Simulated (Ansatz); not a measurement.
Cost and result for the atomization energy of BrHOSi (`O[Si]Br`) (4 atoms, 3 bonds).

The species carries charge 0 and has multiplicity 1. Correlated methods include outer-core shells of Br, which these sets cover unevenly. Scalar relativity is left out up to krypton. The structure was optimised at the PBE0-D4/def2-TZVP level. It is one conformer, not always the lowest. Program: Ansatz. All runs use 2 threads of a server CPU on a shared host. Times are those of one run each, without the atoms' runs, and a repeat can differ threefold. Electronic energies, without spin–orbit coupling; frozen cores. CCSD(T)/CBS adds CCSD(T) − MP2 in def2-TZVPP to the MP2 limit, and its time is that of the two runs behind it. T1 = 0.012. With those shells the extrapolation isn't a true limit. B3LYP takes the VWN-RPA correlation (the form of Gaussian; ORCA's B3LYP/G). HSE06 is the plane-wave form, built on full-range PBE exchange.

CCSD(T)/CBS is a level of theory with its own doubt, some kJ/mol a heavy atom from the limit and from the frozen cores, so smaller differences don't rank the functionals.

```tsv
level	functions	wall time	atomization (kJ/mol)	difference from CCSD(T)/CBS	per bond
CCSD(T)/def2-SVP	69	7.5 s	1211.7	-149.6	-49.8
CAM-B3LYP-D4/def2-TZVPP	135	9.1 s	1340.1	-21.2	-7.0
B3LYP-D4/def2-TZVPP (with forces)	135	11 s	1338.2	-23.1	-7.7
HSE06-D4/def2-TZVPP	135	12 s	1335.0	-26.3	-8.8
B2PLYP/def2-TZVPP	135	12 s	1328.6	-32.7	-10.9
PBE-QIDH/def2-TZVPP	135	15 s	1323.7	-37.6	-12.5
r2SCAN-D4/def2-TZVPP (with forces)	135	16 s	1350.6	-10.7	-3.6
ωB97X-V/def2-TZVPP	135	21 s	1347.6	-13.7	-4.5
B97M-V/def2-TZVPP	135	22 s	1350.4	-10.9	-3.6
ωB97M-V/def2-TZVPP (with forces)	135	30 s	1359.9	-1.4	-0.4
MP2/def2-QZVPP	246	44 s	1387.5	26.2	8.7
CCSD(T)/def2-TZVPP	135	70 s	1303.0	-58.3	-19.4
CCSD(T)/CBS(def2)	–	110 s	1361.3	0.0	0.0
```

From r2SCAN to r2SCAN0 (25 % exact exchange), in def2-TZVPP and without D4, the atomization energy moves by −41.9 kJ/mol: exact exchange takes away binding that semilocal exchange gives to molecules. The D4 term adds +14.7 kJ/mol with B3LYP and +7.4 kJ/mol with PBE0; it sums over pairs of atoms, weighted by their polarisabilities, and B3LYP, whose exchange is more repulsive, gets the larger term. In def2-TZVPP, CCSD(T) changes the Hartree–Fock value by +395.5 kJ/mol (the triples alone add +31.4 kJ/mol) and MP2 by +445.6 kJ/mol; breaking electron pairs costs correlation energy, which Hartree–Fock lacks.
